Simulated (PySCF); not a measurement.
# `C[C@@H]1C[C@H](F)C[C@@H]1S`, C6H11FS

Geometry:
| atom | x (Å) | y (Å) | z (Å) |
| --- | --- | --- | --- |
| C1 | -1.660 | -1.092 | -0.914 |
| C2 | -0.874 | -0.301 | 0.118 |
| C3 | -0.475 | 1.103 | -0.356 |
| C4 | 0.790 | 1.472 | 0.431 |
| F5 | 1.801 | 1.825 | -0.448 |
| C6 | 1.196 | 0.220 | 1.219 |
| C7 | 0.458 | -0.934 | 0.543 |
| S8 | 1.432 | -1.625 | -0.849 |
| H9 | -1.921 | -2.071 | -0.520 |
| H10 | -1.072 | -1.233 | -1.818 |
| H11 | -2.576 | -0.566 | -1.173 |
| H12 | -1.480 | -0.206 | 1.027 |
| H13 | -1.275 | 1.825 | -0.205 |
| H14 | -0.232 | 1.087 | -1.419 |
| H15 | 0.660 | 2.345 | 1.078 |
| H16 | 2.278 | 0.091 | 1.208 |
| H17 | 0.868 | 0.313 | 2.255 |
| H18 | 0.315 | -1.789 | 1.205 |
| H19 | 1.757 | -0.455 | -1.389 |

The calculation used TDDFT CAM-B3LYP/def2-SVPD circular dichroism and optical rotation, one conformer, gas phase (PySCF 2.14.0). Geometry: GFN2-xTB.

The molecule is flexible and this is one conformer; a measurement averages over conformers. States above about 8.1 eV (minus the energy of the highest occupied orbital) lie near or above the ionisation threshold and depend on the basis.

Problem. Draw the ECD and absorption spectra from the lowest 16 states, each a Gaussian of half-width 0.2 eV at 1/e height.

Solution. 
| E (eV) | λ (nm) | Δε (L mol⁻¹ cm⁻¹) | ε (L mol⁻¹ cm⁻¹) |
| --- | --- | --- | --- |
| 5.26 | 236 | +0.01 | 0.127 |
| 5.36 | 231 | +0.07 | 1.2 |
| 5.46 | 227 | +0.41 | 6.91 |
| 5.56 | 223 | +1.43 | 24.1 |
| 5.66 | 219 | +3.02 | 51.3 |
| 5.76 | 215 | +3.88 | 68.6 |
| 5.86 | 212 | +3.03 | 84.2 |
| 5.96 | 208 | +1.52 | 242 |
| 6.06 | 205 | +0.77 | 876 |
| 6.16 | 201 | +0.95 | 2100 |
| 6.26 | 198 | +1.30 | 3080 |
| 6.36 | 195 | +1.16 | 2750 |
| 6.46 | 192 | +0.63 | 1490 |
| 6.56 | 189 | +0.25 | 533 |
| 6.66 | 186 | +0.16 | 223 |
| 6.76 | 183 | +0.20 | 213 |
| 6.86 | 181 | +0.19 | 195 |
| 6.96 | 178 | +0.11 | 114 |
| 7.06 | 176 | +0.04 | 46.9 |
| 7.16 | 173 | -0.02 | 61 |
| 7.26 | 171 | -0.38 | 283 |
| 7.36 | 168 | -2.32 | 1040 |
| 7.46 | 166 | -8.02 | 2660 |
| 7.56 | 164 | -17.06 | 4610 |
| 7.66 | 162 | -23.10 | 5410 |
| 7.76 | 160 | -20.31 | 4330 |
| 7.86 | 158 | -12.35 | 2770 |
| 7.96 | 156 | -7.02 | 2470 |
| 8.06 | 154 | -5.33 | 3490 |
| 8.16 | 152 | -4.05 | 4860 |
| 8.26 | 150 | -4.49 | 6290 |
| 8.36 | 148 | -7.76 | 8050 |
| 8.46 | 147 | -7.21 | 10600 |
| 8.56 | 145 | -1.25 | 13700 |
| 8.66 | 143 | +1.24 | 15400 |

Δε uses R in velocity form, ε uses f in length form. Only the states computed contribute, so the short-wavelength end is incomplete.
